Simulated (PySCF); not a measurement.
CuF3, singlet: computed properties

Level of theory: PBE0/[Cu def2-SVP, F def2-SVP], no relativity, density fitting, PySCF.

The structure is a saddle point with 1 imaginary mode.

Coordinates in bohr (charge 0 multiplicity 1):
```
Cu    0.1901    0.0000    0.0000
F     3.4792    0.0000    0.0000
F    -2.0510    2.3323    0.0000
F    -2.0510   -2.3323    0.0000
```

```json
{
 "Point group": "C2v",
 "Bond lengths": "Cu–F 1.712 Å (×2), Cu–F 1.740 Å",
 "Bond angles": "F–Cu–F 92.3°, F–Cu–F 133.9° (×2)",
 "Rotational constants": "0.2913, 0.1535, 0.1005 cm⁻¹",
 "Lowest empty level": "-7.58 eV",
 "Highest occupied level": "-11.04 eV",
 "Dipole moment": "0.42 D",
 "Zero-point energy (real modes)": "14.3 kJ/mol",
 "Principal quadrupole moments (Buckingham, traceless) about the centre of mass": "-7.27, 0.85, 6.41 D Å",
 "Atomisation energy without zero-point energy": "804 kJ/mol",
 "Principal polarisabilities": "10.4, 26.1, 38.5 bohr³"
}
```

Harmonic modes (masses in u: Cu 62.930, F 18.998):
| symmetry | ω (cm⁻¹) | IR (km/mol) | μ (u) |
| --- | --- | --- | --- |
| b2 | 213i | – | 23.14 |
| b1 | 194 | 33.5 | 28.26 |
| a1 | 244 | 0.4 | 20.46 |
| a1 | 582 | 0.1 | 19.00 |
| b2 | 642 | 23.5 | 22.36 |
| a1 | 727 | 56.0 | 25.68 |

In C2v the vibrations span 2b2 + b1 + 3a1. Here b1 is antisymmetric to the molecular plane and b2 lies in it.

Charges (e):
```json
{"atom": "Cu1", "Mulliken": "1.00", "Löwdin": "0.64", "polar tensor": "1.13", "Mayer order to Cu1": "–"}
{"atom": "F2", "Mulliken": "-0.38", "Löwdin": "-0.27", "polar tensor": "-0.46", "Mayer order to Cu1": "0.84"}
{"atom": "F3,4", "Mulliken": "-0.31", "Löwdin": "-0.19", "polar tensor": "-0.34", "Mayer order to Cu1": "0.83"}
```

Mulliken populations on Cu1: s 6.36, p 12.47, d 9.17, f 0.00.

This need not be the most stable arrangement of these atoms. At this level a triplet minimum of D3h symmetry lies 43 kJ/mol below this structure.

The final relaxation and frequency run took 24 s on 2 threads of a shared Arm Neoverse V1 host, with 73 basis functions and 13 gradients; the process peaked at 0.88 GiB. Launch command: `OMP_NUM_THREADS=2 python axn.py task.json out`.
